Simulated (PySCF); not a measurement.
Species: C3H4BBrF2.
Atom-mapped SMILES: `[BH2:1]/[C:2]([F:3])=[C:4](\[Br:5])[CH2:6][F:7]` (hydrogens: H8, H9 on B1; H10, H11 on C6)

Method used: PBE0-D3(BJ)/def2-SVP geometry optimisation, gas phase (PySCF).

**Question.** List the bond lengths, angles and torsions at this level.

**Answer.** 
```json
{"bond": "B1–C2", "length (Å)": "1.539"}
{"bond": "C2–F3", "length (Å)": "1.353"}
{"bond": "C2=C4", "length (Å)": "1.358"}
{"bond": "C4–Br5", "length (Å)": "1.866"}
{"bond": "C4–C6", "length (Å)": "1.499"}
{"bond": "C6–F7", "length (Å)": "1.362"}
{"bond": "B1–H8, B1–H9", "length (Å)": "1.203"}
{"bond": "C6–H10, C6–H11", "length (Å)": "1.103"}
```

Bonds in one row agree within 0.01 Å and their mean is given. A selection of angles:
```json
{"angle": "C2–B1–H8", "degrees": "118.4"}
{"angle": "C2–B1–H9", "degrees": "120.3"}
{"angle": "H8–B1–H9", "degrees": "121.3"}
{"angle": "B1–C2–F3", "degrees": "116.5"}
{"angle": "B1–C2–C4", "degrees": "128.8"}
{"angle": "F3–C2–C4", "degrees": "114.7"}
{"angle": "C2–C4–Br5", "degrees": "122.6"}
{"angle": "C2–C4–C6", "degrees": "122.5"}
{"angle": "Br5–C4–C6", "degrees": "114.8"}
{"angle": "C4–C6–F7", "degrees": "111.7"}
{"angle": "C4–C6–H10", "degrees": "109.0"}
{"angle": "F7–C6–H10", "degrees": "109.8"}
{"angle": "H10–C6–H11", "degrees": "108.5"}
```

Dihedral angles: B1–C2–C4–Br5 1° (synperiplanar); C2–C4–C6–F7 141° (anticlinal). The mirror-image conformer, all signs reversed, is as good.

B1 (three-coordinate boron) is planar (angles 121.3°, 120.3° and 118.4°, sum 360.0°, 0.00 Å off the plane of its three neighbours). The 2 C–C bonds span 1.358 Å (C2=C4, drawn double) to 1.499 Å (C4–C6, drawn single), a spread of 0.141 Å. Of the pairs four or more bonds apart, F3···H10 is among the closest relative to their van der Waals radii: 2.29 Å, 86 % of the sum of Bondi's values.

Point group: C1 (no symmetry element, even within 0.4 Å). PBE0-D3(BJ)/def2-SVP frequencies: not computed here. The numbers are those of one conformer.
